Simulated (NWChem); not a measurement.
Species: CH₅F₂NSi; SMILES [SiH2](C(F)F)N

```xyz
10

N     -0.6363     1.9851     0.1986
Si     0.5781     0.8188    -0.1811
C     -0.0755    -0.8853     0.4078
F     -1.2447    -1.1537    -0.2466
F      0.8131    -1.8666     0.0988
H     -0.3807     2.9518     0.3623
H     -1.5524     1.9195    -0.2317
H      0.9203     0.6363    -1.6276
H      1.8103     1.1732     0.5808
H     -0.2846    -0.9453     1.4927
```
Atoms are numbered in this order, from 1.

All runs use the structure optimised with PBE0/def2-SVP.

### Question
Give the principal values of the shielding tensors (ppm) of N1, Si2, C3, F4, F5 from PBE0/pcSseg-1, GIAO (NWChem), with their diamagnetic and paramagnetic parts as GIAO splits them.

### Answer
| atom | σ11 | σ22 | σ33 | isotropic | diamagnetic | paramagnetic |
|---|---|---|---|---|---|---|
| N1 | 232.5 | 263.5 | 297.4 | 264.5 | 319.1 | -54.7 |
| Si2 | 358.5 | 379.8 | 436.6 | 391.6 | 879.9 | -488.3 |
| C3 | 42.8 | 64.6 | 75.0 | 60.8 | 245.6 | -184.8 |
| F4 | 204.9 | 327.9 | 463.3 | 332.0 | 474.1 | -142.1 |
| F5 | 203.6 | 319.5 | 467.1 | 330.0 | 473.7 | -143.7 |
